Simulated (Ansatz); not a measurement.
Potential energy curve for HCl (cation, charge +1), doublet.

Method: full CI/aug-cc-pVDZ, frozen core in Ansatz (a quantum-chemistry and plane-wave program).

**Question.** Relative to R = 1.34 Å, what are the energies at R = 1.15, 1.57, 2.14, 2.61 Å?

**Answer.** 0.610 eV at 1.15 Å, 0.472 eV at 1.57 Å, 2.376 eV at 2.14 Å, 3.429 eV at 2.61 Å.
